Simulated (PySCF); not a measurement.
F⁺ (fluorine, charge +1): UHF calculation

Configuration: [He] 2s2 2p4, high-spin 3P determinant. Computed with PySCF 2.14 in jorge-DZP-DKH, with the spin-free X2C one-electron Hamiltonian (Gaussian nucleus).

```
Total energy                                                  : -98.907506 hartree
One-electron energy                                           : -133.2565 hartree
Hartree (Coulomb) energy                                      : 44.0273 hartree
Exchange energy                                               : -9.6784 hartree
⟨S²⟩                                                          : 2.0039
⟨L²⟩                                                          : 2.006
Sum of ⟨r⟩                                                    : 6.174 bohr
Sum of ⟨r²⟩                                                   : 7.177 bohr²
Traceless quadrupole moment −½Σ⟨3z² − r²⟩ along its main axis : -0.550 e·bohr²
Langevin diamagnetic susceptibility                           : -5.68 ×10⁻⁶ cm³/mol
Time after the integrals                                      : 0.05 s of wall time on 1 thread of Neoverse-V1 (shared host)
```

```tsv
shell	electrons	mean orbital energy (hartree)	spread (hartree)	rms radius, mean of both spins (bohr)
1s α	1	-27.22847	0	0.204
1s β	1	-27.12211	0	0.204
2s α	1	-2.40418	0	1.06
2s β	1	-1.99858	0	1.06
2p α	3	-1.49862	0.11962	1.10
2p β	1	-1.30935	0	1.10
```
